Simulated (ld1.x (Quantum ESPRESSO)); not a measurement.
## u(r) = r·R(r): atom against pseudo-atom (indium (In))

Columns: radius, all-electron u(r) and pseudo u(r) of the 4d shell (level -21.29 eV) of indium in the configuration [Kr] 4d10 5s1 5p2; LDA (PZ), non-relativistic, TM scheme, ld1.x (Quantum ESPRESSO) 7.5.

| r (bohr) | all-electron | pseudo |
| --- | --- | --- |
| 0.108 | 0.3039 | -0.0092 |
| 0.215 | 0.5200 | -0.0674 |
| 0.322 | 0.2936 | -0.1994 |
| 0.430 | -0.1117 | -0.3964 |
| 0.538 | -0.4888 | -0.6154 |
| 0.645 | -0.7582 | -0.8047 |
| 0.752 | -0.9175 | -0.9331 |
| 0.860 | -0.9877 | -0.9933 |
| 0.968 | -0.9940 | -0.9959 |
| 1.075 | -0.9599 | -0.9604 |
| 1.182 | -0.9026 | -0.9027 |
| 1.290 | -0.8328 | -0.8328 |
| 1.398 | -0.7586 | -0.7586 |
| 1.505 | -0.6852 | -0.6852 |
| 1.612 | -0.6148 | -0.6148 |
| 1.720 | -0.5483 | -0.5483 |
| 1.828 | -0.4871 | -0.4871 |
| 1.935 | -0.4319 | -0.4319 |
| 2.042 | -0.3822 | -0.3822 |
| 2.150 | -0.3371 | -0.3371 |
| 2.258 | -0.2970 | -0.2970 |
| 2.365 | -0.2616 | -0.2616 |
| 2.472 | -0.2303 | -0.2303 |
| 2.580 | -0.2023 | -0.2023 |
| 2.688 | -0.1776 | -0.1776 |
| 2.795 | -0.1560 | -0.1560 |

(1) How many radial nodes do the two functions have?

(2) At about which radius was the pseudo-wave matched?

(3) Where does each function peak?

(4) Is the pseudo-wave norm-conserving?

## Answers

(1) The all-electron 4d function has n − l − 1 = 1; the pseudo-wave has 0, since the states of the same l below it are removed with the core.

(2) 1.30 bohr. The columns agree to 0.0005 from 1.18 bohr on; several derivatives are matched, so the curves merge somewhat inside the radius.

(3) Outermost all-electron maximum near 0.97 bohr, pseudo maximum near 0.97 bohr (to the table’s step).

(4) Yes: the TM scheme keeps the norm inside the radius equal to the all-electron one, which fixes the energy derivative of the logarithmic derivative at the level.
